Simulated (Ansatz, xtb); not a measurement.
Breaking the B1–H2 bond in CH5BO (SMILES BOC) (multiplicity 1 held, fragments rigid). Energies count from the point at 1.192 Å.
Geometry at that point (charge 0, multiplicity 1):
```xyz
8

B     -0.296     0.113     1.272
H     -1.184     0.527     1.952
H      0.697    -0.379     1.731
O     -0.447     0.218    -0.057
C      0.535    -0.236    -0.983
H      1.396    -0.665    -0.466
H      0.083    -0.987    -1.631
H      0.856     0.610    -1.592
```

R- and RO- levels are restricted; in cc, def2 and unpolarised 6-31G sets they are followed outwards from rest. Unrestricted levels (U-) break spin symmetry where that is lower. Active spaces are followed from a long bond inwards. Levels need not reach the same state.

Frozen-core correlation.

Codes used: Ansatz (Gaussian basis) for Hartree–Fock, density functionals and correlated methods; xtb for the GFN methods.  The GFN methods have no spin term and hold the electronic entropy of 300 K.

Energies in kJ/mol.

```tsv
R (Å)	GFN2-xTB	U-MP2/cc-pVDZ	R-SCS-MP2/cc-pVDZ	U-CCSD/cc-pVDZ	CASSCF(2,2)/cc-pVDZ	FIC-MRCISD+Q on CASSCF(2,2)/cc-pVDZ
0.954	93	116	117	118	125	118
1.073	13	26	26	26	30	27
1.192	0	0	0	0	0	0
1.312	17	11	11	10	6	10
1.431	47	42	42	40	32	40
1.610	102	107	106	102	87	101
1.789	162	179	177	170	148	167
2.087	258	318	288	274	239	266
2.385	340	388	380	355	308	341
2.742	415	419	465	414	360	397
3.219	478	432	537	441	393	432
3.816	513	436	574	447	404	445
```

Doubts at one or more of the structures used: a spin-contaminated determinant (U-MP2/cc-pVDZ, U-CCSD/cc-pVDZ); a restricted determinant that unrestricted orbitals would lower (R-SCS-MP2/cc-pVDZ); T1 above 0.05 (U-CCSD/cc-pVDZ).

Ansatz is a program for electronic structure.
